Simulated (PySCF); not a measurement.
**ZrCl₂, triplet: molecular constants**

Method: PySCF, UB3LYP, basis Zr def2-TZVP with ECP28, Cl def2-TZVP (scalar-relativistic core potentials, no spin–orbit coupling, density fitting).

The structure is a higher-order saddle point with 2 imaginary modes (one degenerate set).

Z-matrix (Å, degrees; charge 0 multiplicity 3):
```
Zr
Cl 1 2.3799
Cl 1 2.3799 2 180.00
```

```
Point group                                                                   : D∞h
Bond lengths                                                                  : Zr–Cl 2.380 Å (×2)
Bond angles                                                                   : Cl–Zr–Cl 180.0°
Highest occupied level (α)                                                    : -5.74 eV
Lowest empty level (α)                                                        : -3.23 eV
Rotational constants                                                          : 0.04256 cm⁻¹
Principal quadrupole moments (Buckingham, traceless) about the centre of mass : -14.08, 7.04, 7.04 D Å
Atomisation energy without zero-point energy                                  : 950 kJ/mol
Dipole moment                                                                 : 0.00 D
Zero-point energy (real modes)                                                : 4.4 kJ/mol
Principal polarisabilities                                                    : 71.2, 71.2, 92.7 bohr³
Spin squared ⟨S²⟩                                                             : 2.003
```

Harmonic modes (masses in u: Zr 89.905, Cl 34.969):
```
symmetry  ω (cm⁻¹)  IR (km/mol, summed over degenerate members)  μ (u)     type
      πu       38i                                            –  47.73     bend
     σg+       338                                          0.0  34.97  stretch
     σu+       397                                          175  47.73  stretch
```

In D∞h the vibrations span πu + σg+ + σu+. The σg+ mode carries no infrared intensity, as symmetry demands. With a centre of inversion only u modes can be infrared active and only g modes Raman active.

Charges (e):
```
 atom  Mulliken  Löwdin  polar tensor  spin (Mulliken)  Mayer order to Zr1
  Zr1      0.82   -0.02          1.21             2.06                   –
Cl2,3     -0.41    0.01         -0.60            -0.03                1.06
```

Mulliken populations on Zr1 (electrons outside its core potential): s 2.71, p 6.22, d 2.21, f 0.04.

Outer orbital energies (eV). α occupied: -10.71, -9.39, -9.39, -9.16, -9.00, -9.00, -5.95, -5.74; empty: -3.23, -2.42, -2.42, -0.91. β occupied: -21.96, -21.56, -10.62, -9.38, -9.38, -9.16, -9.03, -9.03; empty: -3.15, -2.56, -2.10, -1.97.

Only a few start shapes were tried, so a lower isomer may exist. With open d or f shells other occupations or spin states may lie lower.

The final relaxation and frequency run took 22 s on 4 threads of a shared Arm Neoverse V2 host, with 114 basis functions and 7 gradients; the process peaked at 1.1 GiB.
